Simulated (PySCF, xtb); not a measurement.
B(H)3 cation (BH3), SMILES B (connectivity only; charge and spin as stated), charge +1, multiplicity 2.

Harmonic wavenumbers (cm⁻¹) from GFN2-xTB run with xtb 6.7.1 at its own minimum, in rising order: 234, 683, 942, 2198, 2318, 2698.

What does PySCF with PBE-D3(BJ)/def2-TZVPD give at its own minimum? (An estimate is asked for; the answer gives what the named calculation found.)

479, 839, 988, 1823, 2171, 2804. Paired by order, the mean absolute difference is 179 cm⁻¹ and the zero-point energies are 13.0 and 13.0 kcal/mol.
